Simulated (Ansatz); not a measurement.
Basis sets compared for (H3Ge)2O (Ge2OH6). Total charge 0; singlet. Geometry r2SCAN-D4/def2-SVP. Ansatz on 4 threads of Arm Neoverse V2 on a shared host; times are rough, and most runs start from earlier orbitals.

```xyz
9

Ge   -0.6632   -0.4995    1.3692
H    -1.3663   -1.7051    0.7160
H    -0.0857   -0.8697    2.7388
H    -1.6426    0.6848    1.4778
O     0.7346   -0.0200    0.3763
Ge    0.7453    0.4970   -1.3271
H     0.2433   -0.6576   -2.2148
H    -0.1693    1.7257   -1.4952
H     2.2038    0.8443   -1.6410
```

The 6-31G sets use Cartesian d functions. B3LYP takes the VWN-RPA correlation.

Binding counts from free atoms (Ge triplet, H doublet, O triplet) in the same basis, without a counterpoise term.

```
           level  functions  energy (Eh)  HOMO (eV)  LUMO (eV)  binding per atom (eV)  wall time
       HF/STO-3G         47   -4180.8758      -8.26      10.40                   3.02     0.15 s
        HF/6-31G         79   -4228.3762     -11.67       2.81                   1.90      0.4 s
 PBE-D4/def2-SVP        108   -4231.5439      -6.56      -0.91                   2.89     0.75 s
  B3LYP-D4/6-31G         79   -4232.2178      -7.58      -0.43                   2.79     0.95 s
PBE0-D4/def2-SVP        108   -4231.6619      -8.10      -0.01                   2.86      1.1 s
```

(1) Estimate the rows for HF/def2-TZVP, PBE-D4/def2-TZVP (with forces), B3LYP-D4/def2-TZVP, PBE0-D4/def2-TZVP.

Results:

(1) 
```json
{"level": "HF/def2-TZVP", "functions": "163", "energy (Eh)": "-4229.1521", "HOMO (eV)": "-11.86", "LUMO (eV)": "2.95", "binding per atom (eV)": "2.10", "wall time": "1.1 s"}
{"level": "PBE-D4/def2-TZVP (with forces)", "functions": "163", "energy (Eh)": "-4232.1665", "HOMO (eV)": "-6.70", "LUMO (eV)": "-1.14", "binding per atom (eV)": "2.89", "wall time": "1.5 s"}
{"level": "B3LYP-D4/def2-TZVP", "functions": "163", "energy (Eh)": "-4232.9993", "HOMO (eV)": "-7.95", "LUMO (eV)": "-0.49", "binding per atom (eV)": "2.90", "wall time": "1.7 s"}
{"level": "PBE0-D4/def2-TZVP", "functions": "163", "energy (Eh)": "-4232.2816", "HOMO (eV)": "-8.19", "LUMO (eV)": "-0.25", "binding per atom (eV)": "2.86", "wall time": "1.7 s"}
```
